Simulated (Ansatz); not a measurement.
CH3Se, SMILES C[Se] (connectivity only; charge and spin as stated), charge -1, multiplicity 1.

Geometry optimised at ωB97X-D3(BJ)/def2-TZVPD. The spin state was assumed, not searched. The isomer is the one that the SMILES or the coordinates give; other isomers of the formula were not compared.

Two levels are set side by side: PBE/def2-TZVPD (Ansatz, an electronic-structure program) and CAM-B3LYP/def2-TZVPD (Ansatz). Energy differences of separate SCF runs at the same geometry; the states with an electron removed or added have multiplicity 2. Differences are taken from unrounded values.

```tsv
quantity	CAM-B3LYP	PBE	PBE minus CAM-B3LYP
vertical ionisation energy (eV)	1.89	1.87	-0.02
vertical singlet–triplet gap (eV)	2.94	2.65	-0.29
```
